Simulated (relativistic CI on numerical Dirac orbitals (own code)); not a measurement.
# Charge states of lutetium

Method of calculation: Dirac-Coulomb-Breit CI, separate exchange-only KLI orbitals for each configuration, a model potential for QED, valence Slater integrals scaled by 0.9 (own radial code, finite nucleus).

Each species is treated in one configuration, given outside its closed core. Radial values are for the open shell of highest l, unscaled and averaged over j; ζ includes the Breit term. Labels give the leading LS character, summed over repeated terms.

```csv
Ion,Configuration,Its lowest level,LS weight (%),⟨r⟩ (bohr),⟨r²⟩ (bohr²),Next level,E (cm⁻¹),g_J,g√(J(J+1))
Lu,4f14 5d 6s2,2D_3/2,100,3.113,12.56,2D_5/2,1487.4,0.799,1.55
Lu⁺,4f14 6s2,1S_0,100,,,,,,0.00
Lu²⁺,4f14 6s,2S_1/2,100,3.145,11.07,,,2.002,1.73
Lu³⁺,4f14,1S_0,100,,,,,,0.00
Lu⁴⁺,4f13,2F°_7/2,100,0.6797,0.5873,2F°_5/2,11677,1.142,4.53
Lu⁵⁺,4f12,3H_6,99,0.6535,0.5335,3F_4,6925.8,1.164,7.54
Lu⁶⁺,4d10 4f13 5s2 5p4,?,?,?,?,?,?,?,?
Lu⁷⁺,4d10 4f13 5s2 5p3,J = 5 (mixed),44,0.6559,0.5338,J = 2 (mixed),4274.4,1.252,6.86
Lu⁸⁺,4d10 4f13 5s2 5p2,J = 7/2 (mixed),29,0.6486,0.5188,J = 5/2 (mixed),14438,1.153,4.58
Lu⁹⁺,4d10 4f12 5s2 5p2,J = 6 (mixed),34,0.628,0.4813,J = 4 (mixed),7286,1.176,7.62
Lu¹⁰⁺,4d10 4f12 5s2 5p,4G°_11/2,70,0.6219,0.4698,J = 13/2 (mixed),5083.1,1.220,7.29
Lu¹¹⁺,4d10 4f12 5s2,3H_6,99,0.6158,0.4587,3F_4,7518.3,1.164,7.54
Lu¹²⁺,4d10 4f11 5s2,4I°_15/2,97,0.5988,0.4306,4I°_13/2,10345,1.194,9.53
Lu¹³⁺,4d10 4f10 5s2,5I_8,90,0.5832,0.4059,5I_7,9776.4,1.236,10.48
Lu¹⁴⁺,4d10 4f10 5s,6I_17/2,92,0.5774,0.3964,6I_15/2,7435.4,1.283,11.53
Lu¹⁵⁺,4d10 4f10,5I_8,90,0.5713,0.3864,5I_7,10075,1.236,10.48
Lu¹⁶⁺,4d10 4f9,6H°_15/2,88,0.5581,0.367,6H°_13/2,8403.7,1.315,10.50
Lu¹⁷⁺,4d10 4f8,7F_6,90,0.5458,0.3496,7F_5,5996.8,1.480,9.59
Lu¹⁸⁺,4d10 4f7,8S°_7/2,92,0.5344,0.3337,J = 7/2 (mixed),53863,1.974,7.84
Lu¹⁹⁺,4d10 4f6,7F_0,70,0.5236,0.3193,7F_1,3040.4,,0.00
Lu²⁰⁺,4d10 4f5,6H°_5/2,81,0.5135,0.3061,6H°_7/2,6074.8,0.349,1.03
Lu²¹⁺,4d10 4f4,5I_4,87,0.5039,0.2939,5I_5,9334.4,0.626,2.80
Lu²²⁺,4d10 4f3,4I°_9/2,86,0.4948,0.2827,4I°_11/2,13881,0.751,3.74
Lu²³⁺,4d10 4f2,3H_4,89,0.4862,0.2723,3F_2,16665,0.821,3.67
```

(1) Fill in the row of Lu⁶⁺.

With one configuration, terms of near-neutral atoms and ions can be 10 to 25 % off, and close levels can change places.

Results:

(1) Its lowest level 4G°_11/2; LS weight (%) 82; ⟨r⟩ (bohr) 0.6634; ⟨r²⟩ (bohr²) 0.55; Next level J = 9/2 (mixed); E (cm⁻¹) 1371.7; g_J 1.239; g√(J(J+1)) 7.41.
